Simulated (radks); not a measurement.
Spherical quantum dot in the effective-mass picture: electrons in a well V = -V0 / (1 + exp((r - R)/a)) with V0 = 6.64, R = 6.23, a = 0.33, with a point charge +1 (a donor) at the centre, all in effective atomic units (hartree* = m*/eps^2 hartree, bohr* = eps/m* bohr), one dielectric constant everywhere. Calculated with a radial shooting solver with Libxc functionals: non-relativistic Kohn-Sham, LDA (Slater exchange, Perdew-Wang correlation), spin-polarised, spherical densities. Levels are named by radial order and angular momentum (1s, 1p, 1d, 2s, ...), and open shells are averaged over m. Each electron was tried in the lowest free levels, single moves between levels near the top were tried too, and the lowest total energy was kept; such a search can miss a lower state. At N = 1 the Hartree and exchange-correlation terms need not cancel, so that row can carry a self-interaction error.

N                         open shells  2S  E (hartree*)  mu = E(N) - E(N-1) (hartree*)  addition energy mu(N+1) - mu(N) (hartree*)  rms radius (bohr*)
1                    1s(up 1, down 0)   1      -7.11669                        -7.1167                                      0.4836               1.764
2                                none   0      -13.7498                        -6.6331                                      0.4995               2.300
3                    1p(up 1, down 0)   1      -19.8834                        -6.1336                                      0.2039               2.928
4                    1p(up 2, down 0)   2      -25.8131                        -5.9297                                      0.2099               3.238
5                    1p(up 3, down 0)   3      -31.5329                        -5.7198                                      0.2609               3.438
6                    1p(up 3, down 1)   2      -36.9918                        -5.4589                                      0.1982               3.589
7                    1p(up 3, down 2)   1      -42.2525                        -5.2607                                      0.2015               3.706
8                                none   0      -47.3118                        -5.0592                                      0.3138               3.801
9                    2s(up 1, down 0)   1      -52.0572                        -4.7454                                      0.2363               3.862
10  1d(up 1, down 0) 2s(up 1, down 0)   2      -56.5663                        -4.5091                                      0.1951               3.943
11  1d(up 2, down 0) 2s(up 1, down 0)   3      -60.8802                        -4.3140                                      0.1953               4.012
12  1d(up 3, down 0) 2s(up 1, down 0)   4      -64.9989                        -4.1187                                      0.1951               4.072
13  1d(up 4, down 0) 2s(up 1, down 0)   5      -68.9225                        -3.9236                                      0.1949               4.125
14  1d(up 5, down 0) 2s(up 1, down 0)   6      -72.6512                        -3.7287                                      0.2413               4.172
15  1d(up 5, down 1) 2s(up 1, down 0)   5      -76.1386                        -3.4874                                      0.1897               4.216
16  1d(up 5, down 2) 2s(up 1, down 0)   4      -79.4363                        -3.2977                                      0.1901               4.256
17  1d(up 5, down 3) 2s(up 1, down 0)   3      -82.5438                        -3.1075                                      0.1877               4.292
18                               none   0      -85.4636                        -2.9198                                      0.1954               4.355
19                   2s(up 1, down 0)   1      -88.1881                        -2.7244                                      0.3474               4.357
20  2s(up 1, down 0) 1f(up 1, down 0)   2      -90.5651                        -2.3770                                      0.1870               4.390
21  2s(up 1, down 0) 1f(up 2, down 0)   3      -92.7551                        -2.1900                                      0.1869               4.420
22  2s(up 1, down 0) 1f(up 3, down 0)   4      -94.7582                        -2.0031                                      0.1868               4.448
23  2s(up 1, down 0) 1f(up 4, down 0)   5      -96.5745                        -1.8163                                      0.1866               4.475
24  2s(up 1, down 0) 1f(up 5, down 0)   6      -98.2043                        -1.6298                                      0.1863               4.500
25  2s(up 1, down 0) 1f(up 6, down 0)   7      -99.6477                        -1.4434                                      0.1861               4.524
26  2s(up 1, down 0) 1f(up 7, down 0)   8      -100.905                        -1.2573                                      0.2293               4.546
27  2s(up 1, down 0) 1f(up 7, down 1)   7      -101.933                        -1.0280                                      0.1834               4.567
28  2s(up 1, down 0) 1f(up 7, down 2)   6      -102.778                       -0.84463                                      0.1834               4.588
29  2s(up 1, down 0) 1f(up 7, down 3)   5      -103.439                       -0.66125                                      0.1833               4.608
30  2s(up 1, down 0) 1f(up 7, down 4)   4      -103.917                       -0.47794                                      0.1832               4.626
31  2s(up 1, down 0) 1f(up 7, down 5)   3      -104.212                       -0.29474                                           -               4.644

All shells are closed at N = 2, 8, 18 (there: 1s2 1p6 1d10); the second difference of the energy has clear peaks (12 % above both neighbours; the first and last values, which can be the largest, are not judged, and half-filled shells can peak too) at N = 5, 8, 14, 19, 26.
